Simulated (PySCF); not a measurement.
# Bond length, frequency and bond energy of SrAs by level of theory

State: ²Π (doublet), unpaired electrons π ↑. Set-up: PySCF, scalar-relativistic core potentials, basis sets Sr def2-SVP with ECP28, As def2-SVP. De refers to Sr + As in their high-spin ground configurations, without counterpoise correction. The functionals are run spin-unrestricted. A positive dipole means Sr(−)As(+). Levels whose curve was spin-contaminated or gave no clean fit are not listed.

| Level | Re (Å) | ωe (cm⁻¹) | De (eV) | μ (D) | CPU s a point (SCF and correlation, without the integrals) |
| --- | --- | --- | --- | --- | --- |
| ROHF | 2.812 | 213 | -0.87 | -10.70 | 0.15 |
| ROHF-MP2 | 2.821 | 211 | 0.323 | n/a | 0.27 |
| ROHF-SCS-MP2 | 2.837 | 204 | 0.243 | n/a | n/a |
| PBE | 2.759 | 221 | 1.43 | -7.18 | 0.77 |
| PBEsol | 2.734 | 227 | 1.60 | -7.22 | 0.57 |

The bond length runs from 2.734 Å (PBEsol) to 2.837 Å (ROHF-SCS-MP2). De spans -0.87 eV (ROHF, mean field) to 1.60 eV (PBEsol, GGA).

Correlated steps freeze 9 core orbitals. Correlated levels converge slowly with the basis: in double zeta they bind strong bonds too weakly, by up to about 1 eV, and carry superposition errors of some tenths. Spin–orbit coupling is left out. UHF is strongly spin-contaminated for SrAs, so the ROHF reference used there is far from stable. A negative De means that the minimum lies above the separated atoms at that level. The state was picked by a PBE0 search and need not be the measured ground state.

The whole job (state search and all levels along the bond) took about 2.5 min on 1 thread of Intel Xeon Platinum 8488C (shared host), peak memory 0.69 GiB.
